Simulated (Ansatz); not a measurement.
Program: Ansatz. Geometries: PBE0-D4/def2-TZVP. ΔE: electronic, gas phase. CCSD(T)/CBS adds triple-zeta CCSD(T) − MP2 to the extrapolated MP2 energy (def2 sets, frozen cores). This one scheme is used for every species. DFT in def2-TZVPP. def2 core potentials past Kr. For Te outer-core shells are correlated without core-valence functions, which leaves a few kJ/mol of doubt a bond. One conformer a species, not always the lowest.

Consider the substitution at a C–C bond: `CC(C)(C)CO` + `Cl[Si](Cl)(Cl)[TeH]` → `CC(C)(C)[Te][Si](Cl)(Cl)Cl` + CH₃OH.

`CC(C)(C)CO`:

```xyz
18

C     0.812    0.719    1.130
C     0.082    0.123   -0.067
C     0.004    1.145   -1.195
C     0.815   -1.123   -0.556
C    -1.351   -0.240    0.331
O    -1.447   -1.181    1.378
H     0.332    1.645    1.459
H     0.810    0.024    1.972
H     1.851    0.951    0.877
H    -0.506    0.734   -2.071
H     1.005    1.455   -1.507
H    -0.538    2.041   -0.879
H     0.286   -1.594   -1.391
H     0.930   -1.862    0.243
H     1.821   -0.869   -0.902
H    -1.894   -0.592   -0.560
H    -1.863    0.657    0.691
H    -1.148   -2.032    1.049
```

`Cl[Si](Cl)(Cl)[TeH]`:

Z-matrix (Å, degrees):
```
Si
Cl 1 2.037
Cl 1 2.036 2 109.0
Cl 1 2.036 2 109.0 3 116.5
Te 1 2.468 2 106.2 3 -121.8
H 5 1.658 1 90.2 2 -179.9
```

`CC(C)(C)[Te][Si](Cl)(Cl)Cl`:

Z-matrix (Å, degrees):
```
C
C 1 1.520
H 1 1.092 2 111.9
H 1 1.093 2 112.1 3 -122.2
H 1 1.096 2 108.8 3 119.2
C 2 1.516 1 110.8 3 -55.4
C 2 1.517 1 110.9 3 -179.7
Te 2 2.211 1 103.8 3 63.4
H 6 1.091 2 112.2 1 -177.9
H 6 1.097 2 108.6 1 -59.5
H 6 1.091 2 112.1 1 59.9
H 7 1.091 2 111.7 1 -56.0
H 7 1.090 2 111.9 1 -177.6
H 7 1.097 2 108.9 1 63.2
Si 8 2.455 2 100.5 1 -161.6
Cl 15 2.047 8 113.8 2 -49.9
Cl 15 2.040 8 106.2 2 -169.4
Cl 15 2.045 8 114.5 2 72.0
```

CH₃OH:

Cartesian coordinates in Å:
```
C 0.218 0.244 -0.140
O -0.791 -0.261 0.703
H 0.322 1.306 0.085
H -0.037 0.145 -1.203
H 1.189 -0.237 0.034
H -0.901 -1.196 0.521
```

```json
{"level": "revPBE-D4", "ΔE (eV)": "-0.03"}
{"level": "PBE0-D4", "ΔE (eV)": "0.04"}
{"level": "BHLYP-D4", "ΔE (eV)": "0.03"}
{"level": "RPA@PBE/def2-TZVPP", "ΔE (eV)": "0.04"}
```

(1) What does CCSD(T)/CBS give? (An estimate is asked.)

Largest T1 diagnostic among the species: 0.010.

Answers

(1) Ansatz gave: -0.02 eV. The listed levels differ from it by -0.01, 0.06, 0.05, 0.06 eV.

From r2SCAN to r2SCAN0 (25 % exact exchange), in def2-TZVPP and without D4, ΔE moves by +0.04 eV. The D4 term adds −0.18 eV with B3LYP and −0.11 eV with PBE0; it sums over pairs of atoms, weighted by their polarisabilities, and B3LYP, whose exchange is more repulsive, gets the larger term. Leaving LDA and LC-ωPBE aside and taking each functional with its dispersion term where it has one, the values, not all of them listed here, spread over 0.21 eV, from BLYP-D4 to ωB97X-V. LDA lies +0.08 eV from PBE without D4.

B3LYP here is the variant with VWN-RPA as its local correlation; programs differ in this.
